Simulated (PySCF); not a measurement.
Diatomic cations of As with group 13

CCSD(T) with triple-zeta basis sets in PySCF, for the lowest determinant that a PBE0 search found; no spin–orbit coupling. De refers to high-spin ground-configuration atoms (the charge goes to the atom of lower measured ionisation energy or higher electron affinity, which is not always the lowest computed limit).

```
 M        basis  reference, frozen orbitals  charged atom  state (unpaired electrons)  Re (Å)  ωe (cm⁻¹)  De (eV)
 B  def2-TZVPPD                     UHF, 10            B+         quartet (σ ↑, π ↑↑)   1.998        577     2.07
Ga  def2-TZVPPD                     UHF, 18           Ga+         quartet (σ ↑, π ↑↑)   2.764        111     0.49
```

(1) The row for M = Al is missing. Estimate Re, ωe and De as the mean of the rows for B and Ga, and compare with the calculation.

Correlated steps freeze the inner cores (10 to 18 orbitals); shallow outer-core shells are correlated. Weak bonds: GaAs⁺. Basis-set superposition, not corrected here, can be much of De in a small basis, most of all at correlated wavefunction levels. Spin–orbit coupling is left out. For an ion De counts to the pair picked by the measured ionisation energies or electron affinities, which need not be the lowest pair at this level. States were picked by a PBE0 search and need not be the measured ground states.

## Answers

(1) The means are 2.381 Å, 344 cm⁻¹ and 1.28 eV. UHF-CCSD(T) in def2-TZVPPD gives AlAs⁺ as a quartet (σ ↑, π ↑↑) with Re = 2.665 Å, ωe = 171 cm⁻¹, De = 0.56 eV, so the estimate is off by -28.4 pm, +101 % and +0.72 eV.
